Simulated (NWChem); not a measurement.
System: ScN3H6; SMILES [NH2][Sc]([NH2])[NH2]

Input file for NWChem:

```
start job
memory heap 200 mb stack 900 mb global 1100 mb
geometry units angstroms noautosym nocenter noautoz
  Sc     0.000000     0.000000     0.000000
  N      0.510744     1.915319     0.000000
  H      1.456864     2.293301     0.000000
  H     -0.121498     2.714240     0.000000
  N      1.403342    -1.399977     0.000000
  H      2.411350    -1.251900     0.000000
  H      1.257625    -2.408332     0.000000
  N     -1.914087    -0.515342     0.000000
  H     -2.289852    -1.462341     0.000000
  H     -2.714489     0.115031     0.000000
end
basis spherical
  * library 6-31g*
end
dft
  xc hfexch
  iterations 150
end
property
  shielding 3 1 2 3
end
task dft property
```

Output (shortened):

```
             Northwest Computational Chemistry Package (NWChem) 7.3.0
             --------------------------------------------------------

                             Geometry "geometry" -> ""
                             -------------------------

 Output coordinates in angstroms (scale by  1.889725989 to convert to a.u.)

  No.       Tag          Charge          X              Y              Z
 ---- ---------------- ---------- -------------- -------------- --------------
    1 Sc                  21.0000     0.00000000     0.00000000     0.00000000
    2 N                    7.0000     0.51074400     1.91531900     0.00000000
    3 H                    1.0000     1.45686400     2.29330100     0.00000000
    4 H                    1.0000    -0.12149800     2.71424000     0.00000000
    5 N                    7.0000     1.40334200    -1.39997700     0.00000000
    6 H                    1.0000     2.41135000    -1.25190000     0.00000000
    7 H                    1.0000     1.25762500    -2.40833200     0.00000000
    8 N                    7.0000    -1.91408700    -0.51534200     0.00000000
    9 H                    1.0000    -2.28985200    -1.46234100     0.00000000
   10 H                    1.0000    -2.71448900     0.11503100     0.00000000

 Effective nuclear repulsion energy (a.u.)     200.2018463559

  xc_inp: hfexch multiplicative factor not found.
                              NWChem Property Module
                              ----------------------

  itol2e modified to match energy
  convergence criterion.

                                 NWChem DFT Module
                                 -----------------

 Summary of "ao basis" -> "ao basis" (spherical)
 ------------------------------------------------------------------------------
       Tag                 Description            Shells   Functions and Types
 ---------------- ------------------------------  ------  ---------------------
 Sc                          6-31g*                 12       34   5s4p2d1f
 N                           6-31g*                  6       14   3s2p1d
 H                           6-31g*                  2        2   2s

  itol2e modified to match energy
  convergence criterion.

            General Information
            -------------------
          SCF calculation type: DFT
          Wavefunction type:  closed shell.
          No. of atoms     :    10
          No. of electrons :    48
           Alpha electrons :    24
            Beta electrons :    24
          Charge           :     0
          Spin multiplicity:     1
          Use of symmetry is: off; symmetry adaption is: off
          Maximum number of iterations: 150
          AO basis - number of functions:    88
                     number of shells:    42
          Convergence on energy requested:  1.00D-07
          Convergence on density requested:  1.00D-05
          Convergence on gradient requested:  5.00D-04

              XC Information
              --------------
                     Hartree-Fock (Exact) Exchange  1.000

      Superposition of Atomic Density Guess
      -------------------------------------

 Sum of atomic energies:        -925.54834136

      Non-variational initial energy
      ------------------------------

 Total energy =    -926.655206
 1-e energy   =   -1661.579566
 2-e energy   =     534.722513
 HOMO         =      -0.357680
 LUMO         =      -0.080211

   convergence    iter        energy       DeltaE   RMS-Dens  Diis-err
 ---------------- ----- ----------------- --------- --------- ---------
 d= 0,ls=0.0,diis     1   -926.4541569128 -1.13D+03  1.12D-02  1.55D+00
 d= 0,ls=0.0,diis     2   -926.5804103308 -1.26D-01  4.14D-03  5.63D-01
 d= 0,ls=0.0,diis     3   -926.6430162759 -6.26D-02  7.45D-04  4.40D-03
 d= 0,ls=0.0,diis     4   -926.6441263713 -1.11D-03  2.00D-04  2.65D-04
 d= 0,ls=0.0,diis     5   -926.6441979557 -7.16D-05  6.01D-05  1.75D-05
  Resetting Diis
 d= 0,ls=0.0,diis     6   -926.6442033936 -5.44D-06  1.44D-05  7.65D-07
 d= 0,ls=0.0,diis     7   -926.6442036183 -2.25D-07  1.82D-06  2.26D-08
 d= 0,ls=0.0,diis     8   -926.6442036260 -7.69D-09  1.38D-06  4.54D-09

         Total DFT energy =     -926.644203625979
      One electron energy =    -1666.597289738857
           Coulomb energy =      599.891292689168
    Exchange-Corr. energy =      -60.140052932148
 Nuclear repulsion energy =      200.201846355858

 Numeric. integr. density =        0.000000000000

                       DFT Final Molecular Orbital Analysis
                       ------------------------------------

 Vector   22  Occ=2.000000D+00  E=-3.620419D-01
              MO Center=  7.9D-01, -4.6D-01, -8.7D-16, r^2= 3.7D+00
   Bfn.  Coefficient  Atom+Function         Bfn.  Coefficient  Atom+Function
  ----- ------------  ---------------      ----- ------------  ---------------
    57      0.435119   5 N  pz               61      0.434727   5 N  pz
    39     -0.266019   2 N  pz               43     -0.265779   2 N  pz
    75     -0.169090   8 N  pz               79     -0.168938   8 N  pz
    19     -0.092394   1 Sc d -1             24     -0.092699   1 Sc d -1
    21     -0.071513   1 Sc d  1             26     -0.071749   1 Sc d  1

 Vector   23  Occ=2.000000D+00  E=-3.620418D-01
              MO Center= -7.9D-01,  4.6D-01, -1.0D-15, r^2= 3.7D+00
   Bfn.  Coefficient  Atom+Function         Bfn.  Coefficient  Atom+Function
  ----- ------------  ---------------      ----- ------------  ---------------
    75      0.404802   8 N  pz               79      0.404437   8 N  pz
    39     -0.348841   2 N  pz               43     -0.348527   2 N  pz
    21      0.092394   1 Sc d  1             26      0.092699   1 Sc d  1
    19     -0.071513   1 Sc d -1             24     -0.071749   1 Sc d -1
    57     -0.055963   5 N  pz               61     -0.055912   5 N  pz

 Vector   24  Occ=2.000000D+00  E=-3.578396D-01
              MO Center= -2.3D-05,  2.0D-05,  4.5D-16, r^2= 4.8D+00
   Bfn.  Coefficient  Atom+Function         Bfn.  Coefficient  Atom+Function
  ----- ------------  ---------------      ----- ------------  ---------------
    39      0.309417   2 N  pz               57      0.309409   5 N  pz
    75      0.309417   8 N  pz               43      0.295793   2 N  pz
    61      0.295786   5 N  pz               79      0.295794   8 N  pz
    13      0.135780   1 Sc pz                9     -0.116393   1 Sc pz
    17      0.064717   1 Sc pz                5      0.042906   1 Sc pz

[...]

          -----------------------------------------
          Chemical Shielding Tensors (GIAO, in ppm)
          -----------------------------------------

                                NWChem CPHF Module
                                ------------------

  scftype          =     RHF
  nclosed          =       24
  nopen            =        0
  variables        =     1536
  # of vectors     =        3
  tolerance        = 0.10D-03
  level shift      = 0.00D+00
  max iterations   =       50
  max subspace     =       30

 SCF residual:    2.4728577230405643E-005

Iterative solution of linear equations
  No. of variables     1536
  No. of equations        3
  Maximum subspace       30
        Iterations       50
       Convergence  1.0D-04

   iter   nsub   residual    time
   ----  ------  --------  ---------
     1      3    1.53D+00      60.5
     2      6    2.00D-01      65.2
     3      9    2.84D-02      70.0
     4     12    5.50D-03      74.8
     5     15    9.23D-04      79.6
     6     18    1.60D-04      84.4
     7     21    2.56D-05      89.1

      Atom:    1  Sc
        Diamagnetic
   1512.9234     -0.0000     -0.0000
     -0.0000   1512.9234     -0.0000
     -0.0000     -0.0000   1495.1079

        Paramagnetic
   -596.7100     -0.0001      0.0000
     -0.0001   -596.7096     -0.0000
      0.0000     -0.0000  -1174.1453

        Total Shielding Tensor
    916.2134     -0.0001      0.0000
     -0.0001    916.2138     -0.0000
      0.0000     -0.0000    320.9626

           isotropic =     717.7966
          anisotropy =     297.6259

          Principal Components and Axis System
                 1           2           3
              916.2138    916.2134    320.9626

      1        -0.2360      0.9718      0.0000
      2         0.9718      0.2360      0.0000
      3         0.0000      0.0000      1.0000

      Atom:    2  N
        Diamagnetic
    326.4197      3.0401     -0.0000
      3.0401    337.0093     -0.0000
     -0.0000     -0.0000    307.4369

        Paramagnetic
   -263.4907     54.6471     -0.0000
     54.6471    -73.1417     -0.0000
     -0.0000     -0.0000    -96.4197

        Total Shielding Tensor
     62.9290     57.6872     -0.0000
     57.6872    263.8675     -0.0000
     -0.0000     -0.0000    211.0172

           isotropic =     179.2713
          anisotropy =     149.9699

          Principal Components and Axis System
                 1           2           3
              279.2512    211.0172     47.5454

      1         0.2577      0.0000      0.9662
      2         0.9662      0.0000     -0.2577
      3         0.0000      1.0000      0.0000

      Atom:    3  H
        Diamagnetic
     40.9247      9.1581     -0.0000
      9.1581     30.0773     -0.0000
     -0.0000     -0.0000     21.0121

        Paramagnetic
     -7.0237     -6.0187      0.0000
     -6.0187      2.1292      0.0000
      0.0000      0.0000      6.7218

        Total Shielding Tensor
     33.9010      3.1395      0.0000
      3.1395     32.2065      0.0000
      0.0000      0.0000     27.7339

           isotropic =      31.2805
          anisotropy =       7.5376

          Principal Components and Axis System
                 1           2           3
               36.3055     29.8019     27.7339

      1         0.7939     -0.6080      0.0000
      2         0.6080      0.7939      0.0000
      3         0.0000      0.0000      1.0000
```

Level: Hartree-Fock/6-31G* (spherical d), GIAO. Geometry: optimised at PBE0/def2-SVP. No frequency run checked for a minimum. The printed shielding anisotropy is the first printed principal value minus the mean of the other two.
